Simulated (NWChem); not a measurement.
System meant: SiH2OClF; SMILES O[SiH](F)Cl

Here is an NWChem input.

```
start job
memory heap 200 mb stack 900 mb global 1100 mb
geometry units angstroms noautoz
  Si    -0.003544     0.457955     0.372475
  O     -1.288771     1.252525    -0.253010
  F      1.373614     1.030697    -0.242978
  Cl    -0.053860    -1.533213    -0.119012
  H     -0.006725     0.651713     1.829596
  H     -1.499636     1.141358    -1.185324
end
basis spherical
  Si library def2-svp
  O library def2-svp
  F library def2-svp
  Cl library def2-svp
  H library def2-svp
end
dft
  xc b3lyp
  iterations 4
  mulliken
end
task dft energy
```

End of the output:

```
    Atom       Charge   Shell Charges
 -----------   ------   -------------------------------------------------------
    1 Si  14    13.55   2.00  1.92  0.63  0.30  5.81  1.19  0.92  0.78
    2 O    8     8.20   1.97  0.87  0.59  2.74  2.01  0.01
    3 F    9     9.20   1.98  1.02  0.77  3.22  2.21  0.01
    4 Cl  17    17.05   2.00  1.96  1.05  0.79  5.82  2.27  3.14  0.02
    5 H    1     1.10   0.65  0.42  0.02
    6 H    1     0.90   0.55  0.17  0.18

 center of mass
 --------------
 x =   0.05431256 y =  -0.04106524 z =  -0.01945358

 moments of inertia (a.u.)
 ------------------
         522.869448094137           0.000000000000          -0.000000000000
           0.000000000000         271.200703044485           0.000000000000
          -0.000000000000           0.000000000000         713.676638680368

     Multipole analysis of the density
     ---------------------------------

     L   x y z        total         alpha         beta         nuclear
     -   - - -        -----         -----         ----         -------
     0   0 0 0     -0.000000    -25.000000    -25.000000     50.000000

     1   1 0 0     -0.408147     -0.204074     -0.204074      0.000000
     1   0 1 0      0.044291      0.022146      0.022146     -0.000000
     1   0 0 1     -0.226703     -0.113351     -0.113351      0.000000

     2   2 0 0    -27.887925    -72.271760    -72.271760    116.655594
     2   1 1 0     -0.460929      2.515938      2.515938     -5.492806
     2   1 0 1      2.356875     -0.726222     -0.726222      3.809320
     2   0 2 0    -28.425358   -133.198640   -133.198640    237.971921
     2   0 1 1     -0.647625     -0.415095     -0.415095      0.182566
     2   0 0 2    -24.159304    -26.239871    -26.239871     28.320438

 ------------------------------------------------------------------------
 dft energy failed                                                                                  0
 ------------------------------------------------------------------------
 ------------------------------------------------------------------------
  current input line :
    23: task dft energy
 ------------------------------------------------------------------------
 ------------------------------------------------------------------------
 This type of error is most commonly associated with calculations not reaching convergence criteria
 ------------------------------------------------------------------------
 For more information see the NWChem manual at https://nwchemgit.github.io

0:dft energy failed:Received an Error in Communication
```

### Question
Find the fault in this run and fix the input.

### Answer
The run did not converge; its last values are not results. Cause: the SCF was allowed too few iterations. This input runs:
```
start job
memory heap 200 mb stack 900 mb global 1100 mb
geometry units angstroms noautoz
  Si    -0.003544     0.457955     0.372475
  O     -1.288771     1.252525    -0.253010
  F      1.373614     1.030697    -0.242978
  Cl    -0.053860    -1.533213    -0.119012
  H     -0.006725     0.651713     1.829596
  H     -1.499636     1.141358    -1.185324
end
basis spherical
  * library def2-svp
end
dft
  xc b3lyp
  iterations 150
  mulliken
end
task dft energy
```
It converges to -925.77509 Ha (B3LYP/def2-SVP).
